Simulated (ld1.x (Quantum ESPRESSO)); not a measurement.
**Transferability test, TM potential for indium (In)**

ld1.x (Quantum ESPRESSO) 7.5 input, shortened:

```
&input
   title='In', zed=49., rel=2, dft='PBE', iswitch=3,
   config='[Kr] 4d10 5s2 5p1', rel_dist='average'
 /
 &inputp
   pseudotype=2, tm=.true., lloc=1,
   nlcc=.true.
 /
2
5S  1  0   2.00   0.00  2.00  2.00  0.0
5P  2  1   1.00   0.00  2.85  2.85  0.0
 &test
   configts(1)='5s2 5p1'
 /
```

Open shells are filled in proportion to 2j + 1 (rel_dist='average').

Energies are relative to the spin-unpolarised reference configuration 5s2 5p1; without spin polarisation the order of configurations can differ from experiment. The p channel is local and has no spin–orbit splitting in the pseudo-atom.

Task: Give the all-electron excitation energy and the error of the potential for: 5s2 5p0; 5s1 5p0; 5s2 5p0.5; 5s2 5p1.3; 5s1 5p1; 5s0 5p3; 5s1 5p2.

Result:

```
valence configuration  charge  ΔE all-electron (eV)  error AE − PS (meV)
              5s2 5p0      +1                 5.374                 -5.3
              5s1 5p0      +2                24.609                 -181
            5s2 5p0.5    +0.5                 1.945                 +1.5
            5s2 5p1.3    -0.3                -0.534                 -2.1
              5s1 5p1      +1                11.953                  -52
              5s0 5p3       0                11.921                  -89
              5s1 5p2       0                 5.829                  -25
```

Levels in the configuration 5s2 5p0:

```tsv
level	all-electron (eV)	pseudo (eV)
5s j=1/2	-14.923	-14.979
```
